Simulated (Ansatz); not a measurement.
Relaxation of AlClFH4N (8 atoms, charge 0, multiplicity 1), to a largest force component of 0.03 eV/Å in at most 50 steps.

These are results of Ansatz 0.2.0, RKS B3LYP/def2-SVP, not measurements.

```xyz
8
Properties=species:S:1:pos:R:3:forces:R:3
Al 0.057 0.619 -0.423 -0.05 1.08 0.51
H 0.042 -0.050 2.252 0.06 -1.72 0.38
N 1.617 0.052 -0.989 0.06 0.03 0.01
H 1.828 -0.849 -1.407 -0.08 -0.03 0.00
H 2.462 0.610 -0.917 0.01 0.01 0.00
F -1.326 -0.280 -0.611 0.01 0.01 0.01
Cl -0.097 2.631 0.428 0.05 -0.96 -0.62
H 0.018 0.647 2.071 -0.05 1.56 -0.29
```

Task: Where does it end, and by what steps?

Result: It converged. The force dipped under the threshold on the way, but the program's further checks kept it going. After 18 steps the energy has fallen by 0.153 eV; H2 moved furthest, 0.49 Å.

```tsv
step	energy less start (eV)	largest force component (eV/Å)	accepted
0	0.0000	1.716	yes
1	-0.1058	0.804	yes
2	-0.1195	0.393	yes
3	-0.1262	0.230	yes
4	-0.1286	0.205	yes
5	-0.1331	0.332	yes
6	-0.1373	0.317	yes
7	-0.1407	0.183	yes
8	-0.1424	0.060	yes
9	-0.1432	0.086	yes
10	-0.1448	0.210	yes
11	-0.1461	0.273	yes
12	-0.1483	0.127	yes
13	-0.1501	0.146	yes
14	-0.1529	0.028	yes
15	-0.0433	2.090	no
16	-0.1530	0.037	yes
17	-0.1533	0.031	yes
18	-0.1535	0.013	yes
```

```xyz
8
Properties=species:S:1:pos:R:3
Al 0.097 0.743 -0.321
H -0.279 -0.146 1.899
N 1.630 0.111 -0.903
H 1.789 -0.852 -1.184
H 2.470 0.665 -1.037
F -1.239 -0.253 -0.285
Cl -0.135 2.787 0.096
H 0.270 0.326 2.138
```

Time of the run: 27 s on 2 threads of Intel(R) Xeon(R) Platinum 8488C (Sapphire Rapids) (shared host), peak memory 0.18 GiB.
